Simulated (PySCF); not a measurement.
**s to d promotion along the 4d series**

Calculated with PySCF 2.14 from differences of total energies of unrestricted determinants, without spin-orbit coupling. Basis: x2c-TZVPPall, spin-free X2C. Energy of d^(n+1) s¹ above d^n s² in eV (negative where d^(n+1) s¹ lies lower), between high-spin terms; measured values are centres of gravity of the terms (NIST).

```tsv
element	terms	UHF	LDA	PBE	r2SCAN	PBE0	MP2 (valence and next inner shell)	CCSD(T) (valence)	CCSD(T) (valence and next inner shell)	measured
Zr	4d2 5s2 (3F) → 4d3 5s1 (5F)	0.003	0.053	-0.116	-0.429	-0.070	0.425	0.659	0.629	0.588
Nb	4d3 5s2 (4F) → 4d4 5s1 (6D)	-0.732	-0.781	-0.889	-1.038	-0.846	-0.509	-0.159	-0.219	-0.184
Mo	4d4 5s2 (5D) → 4d5 5s1 (7S)	-2.197	-1.952	-2.085	-2.409	-2.144	-1.941	-1.603	-1.608	n/a
Ru	4d6 5s2 (5D) → 4d7 5s1 (5F)	-0.691	-1.180	-1.318	-1.348	-1.252	-0.842	-0.801	-0.697	-0.867
Rh	4d7 5s2 (4F) → 4d8 5s1 (4F)	-1.302	-1.972	-1.996	-1.971	-1.929	-1.716	-1.544	-1.448	n/a
Ag	4d9 5s2 (2D) → 4d10 5s1 (2S)	-3.692	-4.110	-4.069	-4.074	-4.086	-4.200	-3.985	-3.809	-3.971
```

Estimate the missing row, Tc.

The calculation gives UHF 0.706; LDA -0.076; PBE -0.245; r2SCAN -0.168; PBE0 -0.105; MP2 (valence and next inner shell) 0.435; CCSD(T) (valence) 0.549; CCSD(T) (valence and next inner shell) 0.578. The measured value is 0.406.

Which way does each method err?

Mean (and mean absolute) errors over the 5 elements with all values: UHF -0.08 (0.38) eV; LDA -0.41 (0.41) eV; PBE -0.52 (0.52) eV; r2SCAN -0.61 (0.61) eV; PBE0 -0.47 (0.47) eV; MP2 (valence and next inner shell) -0.13 (0.15) eV; CCSD(T) (valence) 0.06 (0.06) eV; CCSD(T) (valence and next inner shell) 0.10 (0.12) eV. A negative mean favours the extra d electron, a positive one the s² configuration.
